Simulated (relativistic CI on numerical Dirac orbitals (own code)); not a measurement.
**Electric-dipole lines of Pd31+**

Method of calculation: Dirac-Coulomb-Breit CI, separate exchange-only KLI orbitals for each configuration, QED by a radiative potential, unscaled Slater integrals (own radial code, finite nucleus).

CI space (outside the closed core [Ne]): 3s²3p³, 3s3p⁴, 3s²3p²3d, 3p⁵, 3s3p³3d, 3p⁴3d, 3s3p²3d², 3s²3p3d4p, 3p⁴4s, 3s3p²3d4s, 3p⁴4p, 3s²3p²4s, 3s²3p²4p, 3s²3p²4d, 3p³3d4p, 3s3p³4s, 3s²3p²4f, 3s3p³4p, 3s3p³4d, 3s3p³4f, 3s²3p²5s, 3s²3p²5p, 3s²3p4s4p, 3s²3p²5d, 3s²3p²5f, 3s²3p²5g, 3s3p²4s², 3s3p³5s, 3s²3p3d², 3s²3d³, 3s3p3d³, 3s²3d²4s, 3s²3d²4p, 3s²3d²4d, 3p³3d², 3p²3d³, 3p²3d²4s, 3p²3d²4p, 3p²3d²4d, 3s²3p3d4s, 3s3p3d²4s, 3s²3d4s², 3s²3d4s4p, 3s²3d4s4d, 3s3p²3d4p, 3s3p3d²4p, 3s3p3d4s4p, 3s3p3d4p², 3s3p3d4p4d, 3p³3d4s, 3p²3d4s², 3p²3d4s4p, 3p²3d4s4d, 3s²3p4s², 3s3p3d4s², 3s²4s²4p, 3s²4s²4d, 3s²3p4p², 3s²3d4p², 3s²4s4p², 3s²4p³, 3s²4p²4d, 3s3p²4s4p, 3s3p4s²4p, 3s3p4s4p², 3s3p4s4p4d. Double excitations out of closed p, d and f shells are left out; levels of such configurations are missing from the list, as are those of other unlisted configurations, and high levels can miss mixing partners. These lack a partner that the ground configuration has and come out too high: 3s²3p²4f, 3s3p³4d, 3s3p³4f, 3s²3p²5s, 3s²3p²5p.

| λ vac (Å) | Lower | Upper | A (s⁻¹) | E lower (eV) | E upper (eV) |
| --- | --- | --- | --- | --- | --- |
| 67.634 | 3s²3p²3d ⁴F3/2 [7] | 3s²3p3d² ⁴F°3/2 [89] | 2.56e+11 | 119.551 | 302.867 |
| 68.187 | 3s²3p³ ⁴S°3/2 [1] | 3s²3p²3d ⁴P1/2 [25] | 2.93e+11 | 0.000 | 181.829 |
| 68.330 | 3s²3p²3d ⁴F5/2 [10] | 3s²3p3d² ⁴F°5/2 [106] | 2.07e+11 | 138.187 | 319.636 |
| 68.524 | 3s²3p²3d ⁴D7/2 [17] | 3s²3p3d² ⁴D°5/2 [127] | 2.42e+11 | 162.026 | 342.962 |
| 68.926 | 3s²3p³ ⁴S°3/2 [1] | 3s²3p²3d ⁴D5/2 [23] | 1.94e+11 | 0.000 | 179.880 |
| 68.928 | 3s²3p³ ²D°3/2 [2] | 3s²3p²3d ²D3/2 [35] | 2.28e+11 | 30.981 | 210.855 |
| 68.982 | 3s²3p³ ²D°3/2 [2] | 3s²3p²3d ²D5/2 [34] | 1.08e+11 | 30.981 | 210.716 |
| 69.285 | 3s²3p²3d ⁴D7/2 [17] | 3s²3p3d² ⁴F°7/2 [125] | 1.15e+11 | 162.026 | 340.975 |
| 69.407 | 3s²3p³ ⁴S°3/2 [1] | 3s²3p²3d ²D3/2 [22] | 3.80e+11 | 0.000 | 178.634 |
| 69.476 | 3s²3p³ ²D°3/2 [2] | 3s²3p²3d ²P1/2 [33] | 3.18e+11 | 30.981 | 209.436 |
| 69.843 | 3s²3p³ ²D°5/2 [3] | 3s²3p²3d ²F7/2 [36] | 2.98e+11 | 37.554 | 215.072 |
| 70.217 | 3s²3p³ ²P°1/2 [4] | 3s²3p²3d ²D3/2 [38] | 2.38e+11 | 45.829 | 222.401 |
| 70.315 | 3s3p⁴ ⁴P5/2 [6] | 3s3p³3d ⁴D°7/2 [72] | 1.50e+11 | 111.451 | 287.777 |
| 70.553 | 3s3p⁴ ⁴P5/2 [6] | 3s3p³3d ²D°3/2 [71] | 1.39e+11 | 111.451 | 287.183 |
| 70.915 | 3s²3p²3d ²F5/2 [15] | 3s3p³3d ²F°7/2 [118] | 1.32e+11 | 156.071 | 330.906 |
| 71.542 | 3s²3p³ ²D°5/2 [3] | 3s²3p²3d ²D3/2 [35] | 1.08e+11 | 37.554 | 210.855 |
| 71.600 | 3s²3p³ ²D°5/2 [3] | 3s²3p²3d ²D5/2 [34] | 2.09e+11 | 37.554 | 210.716 |
| 71.620 | 3s3p⁴ ⁴P5/2 [6] | 3s3p³3d ⁴P°5/2 [69] | 1.97e+11 | 111.451 | 284.566 |
| 71.971 | 3s²3p²3d ⁴F9/2 [19] | 3s²3p3d² ⁴F°9/2 [124] | 2.54e+11 | 168.420 | 340.689 |
| 72.040 | 3s²3p²3d ²D3/2 [22] | 3s3p³3d ²P°3/2 [134] | 3.04e+11 | 178.634 | 350.740 |
| 72.239 | 3s²3p³ ⁴S°3/2 [1] | 3s²3p²3d ⁴P5/2 [21] | 8.58e+10 | 0.000 | 171.631 |
| 74.364 | 3s²3p²3d ²D3/2 [22] | 3s²3p3d² ⁴D°5/2 [130] | 1.98e+11 | 178.634 | 345.360 |
| 74.814 | 3s²3p²3d ⁴F9/2 [19] | 3s²3p3d² ⁴G°11/2 [121] | 7.83e+10 | 168.420 | 334.143 |
| 76.716 | 3s²3p²3d ⁴F3/2 [7] | 3s²3p3d² ⁴G°5/2 [66] | 8.17e+10 | 119.551 | 281.166 |
| 77.935 | 3s²3p³ ²D°3/2 [2] | 3s²3p²3d ²D5/2 [28] | 1.51e+11 | 30.981 | 190.067 |
| 78.899 | 3s²3p²3d ²D5/2 [34] | 3s²3p3d² ²F°7/2 [153] | 1.84e+11 | 210.716 | 367.857 |
| 78.975 | 3s²3p³ ²P°3/2 [5] | 3s²3p²3d ²D5/2 [45] | 2.55e+11 | 77.194 | 234.186 |
| 79.444 | 3s²3p³ ²P°3/2 [5] | 3s²3p²3d ²S1/2 [44] | 3.50e+11 | 77.194 | 233.259 |
| 79.772 | 3s²3p³ ²D°3/2 [2] | 3s²3p²3d ²P3/2 [26] | 8.30e+10 | 30.981 | 186.405 |
| 80.297 | 3s²3p³ ²P°3/2 [5] | 3s²3p²3d ²D3/2 [41] | 1.68e+11 | 77.194 | 231.601 |
| 80.412 | 3s²3p²3d ²F7/2 [30] | 3s²3p3d² ⁴P°5/2 [138] | 1.67e+11 | 200.784 | 354.971 |
| 80.967 | 3s²3p²3d ²F7/2 [36] | 3s²3p3d² ²G°9/2 [156] | 2.81e+11 | 215.072 | 368.202 |
| 81.291 | 3s²3p²3d ²G9/2 [32] | 3s²3p3d² ²G°9/2 [141] | 1.92e+11 | 203.888 | 356.406 |
| 81.294 | 3s²3p³ ²D°5/2 [3] | 3s²3p²3d ²D5/2 [28] | 5.70e+10 | 37.554 | 190.067 |
| 81.735 | 3s²3p²3d ²G9/2 [32] | 3s3p³3d ²F°7/2 [139] | 2.20e+11 | 203.888 | 355.579 |
| 82.656 | 3s²3p²3d ⁴F7/2 [16] | 3s²3p3d² ⁴G°9/2 [95] | 6.58e+10 | 159.068 | 309.069 |
| 83.294 | 3s²3p³ ²D°5/2 [3] | 3s²3p²3d ²P3/2 [26] | 1.72e+11 | 37.554 | 186.405 |
| 83.351 | 3s²3p²3d ²G7/2 [24] | 3s3p³3d ²F°5/2 [116] | 1.74e+11 | 180.613 | 329.362 |
| 85.411 | 3s²3p²3d ²D5/2 [45] | 3s²3p3d² ²F°7/2 [167] | 3.23e+11 | 234.186 | 379.347 |
| 86.063 | 3s²3p²3d ²P3/2 [13] | 3s²3p3d² ⁴G°5/2 [81] | 9.72e+10 | 152.425 | 296.487 |
| 86.643 | 3s²3p²3d ⁴F9/2 [19] | 3s3p³3d ⁴D°7/2 [97] | 1.35e+11 | 168.420 | 311.518 |
| 86.666 | 3s²3p³ ²D°5/2 [3] | 3s²3p²3d ²G7/2 [24] | 4.24e+10 | 37.554 | 180.613 |
| 87.113 | 3s²3p³ ²D°5/2 [3] | 3s²3p²3d ⁴D5/2 [23] | 4.20e+10 | 37.554 | 179.880 |
| 89.228 | 3s²3p²3d ²G7/2 [24] | 3s²3p3d² ²H°9/2 [105] | 9.61e+10 | 180.613 | 319.565 |
| 89.722 | 3s²3p³ ⁴S°3/2 [1] | 3s²3p²3d ⁴F5/2 [10] | 2.91e+10 | 0.000 | 138.187 |

Terms are leading LS components. Brackets give the number of a level in order of energy, since labels repeat. The list gives strong lines, with weight on those to low levels, without lines whose two gauges differ by over a factor of 2.5, among the lowest 400 of 7833 levels, so that lines to higher ones, which can be the strongest, are missing. Levels whose partners in the same complex of configurations lie outside the list can be far off, and so can their lines. Rates are taken at the computed energies, electric ones in the length gauge.

At this charge energies of transitions that change n are usually good to better than 1 %, and those within a shell (Δn = 0) to a few per cent.

Problem. From the table, what is the radiative lifetime of 3s²3p²3d ⁴D5/2?

Solution. The listed rates from this level add up to about 2.36e+11 s⁻¹, 99 % of its decay; with all channels τ = 4.19e-12 s.

LS names give the leading component of a level, which can be under half, so a name can repeat, a term be missing and a line seem to break the LS rules.
